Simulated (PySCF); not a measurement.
PySCF 2.14 output of a UHF calculation on a single atom or ion in def2-TZVP (5s3p2d1f, 31 functions), with no relativity, point nucleus:

```
SCF conv_tol = 1e-09
number electrons alpha = 5  beta = 4
cycle= 1 E= -127.818322794803  delta_E= -0.00469  |g|= 0.031  |ddm|= 0.0231
cycle= 2 E= -127.818497001093  delta_E= -0.000174  |g|= 0.00626  |ddm|= 0.0051
cycle= 3 E= -127.818505225194  delta_E= -8.22e-06  |g|= 0.000258  |ddm|= 0.00153
cycle= 4 E= -127.818505260277  delta_E= -3.51e-08  |g|= 9.03e-05  |ddm|= 0.000158
cycle= 5 E= -127.81850526428  delta_E= -4e-09  |g|= 2.99e-05  |ddm|= 5.31e-05
cycle= 6 E= -127.818505264678  delta_E= -3.99e-10  |g|= 3.19e-06  |ddm|= 2.05e-05
converged SCF energy = -127.818505264678  <S^2> = 0.75249419  2S+1 = 2.0024926
```

The run itself started from symmetry-adapted Hartree-Fock orbitals and held the occupation by maximum overlap, so the iterations belong to that start.

Problem. Which element, charge and spin multiplicity is this?

Solution. Ne⁺ (neon, charge +1), multiplicity 2; the state was [He] 2s2 2p5, 2P determinant.
